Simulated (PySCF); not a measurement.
Compound: C2H6FNSi.
Atom-mapped SMILES: `[H]/[N:1]=[CH:2]\[CH2:3][SiH2:4][F:5]` (hydrogens: H6 on N1; H7 on C2; H8, H9 on C3; H10, H11 on Si4)

Theory: PySCF, PBE0-D3(BJ)/def2-SVP geometry optimisation, gas phase.

Question: List the bond lengths, angles and torsions at this level.

Answer: 
```
            bond  length (Å)   order
           N1=C2       1.268  double
           C2–C3       1.498  single
          C3–Si4       1.882  single
          Si4–F5       1.627  single
           N1–H6       1.028  single
           C2–H7       1.105  single
    C3–H8, C3–H9       1.103  single
Si4–H10, Si4–H11       1.488  single
```

Bonds in one row agree within 0.01 Å and their mean is given. Orders are formal, as drawn. A selection of angles:
```
      angle  degrees
   C2–N1–H6    110.3
   N1–C2–C3    128.1
   N1–C2–H7    116.7
   C3–C2–H7    115.1
  C2–C3–Si4    110.7
   C2–C3–H8    111.2
  Si4–C3–H8    108.3
   H8–C3–H9    108.2
  C3–Si4–F5    108.6
 C3–Si4–H10    110.2
 C3–Si4–H11    110.6
 F5–Si4–H10    108.1
H10–Si4–H11    111.1
```

Dihedral angles: N1–C2–C3–Si4 -98° (anticlinal); C2–C3–Si4–F5 -173° (antiperiplanar); H6–N1–C2–C3 -2° (synperiplanar). The mirror-image conformer, all signs reversed, is as good.

Si4 (fluorine-bound silicon) is tetrahedral (angles from 108.1° to 111.1°). Of the pairs four or more bonds apart, H6···H8 is among the closest relative to their van der Waals radii: 2.36 Å, 98 % of the sum of Bondi's values.

Point group: C1 (no symmetry element, even within 0.4 Å). Whether it is a minimum is left open (no frequencies). The numbers are those of one conformer.
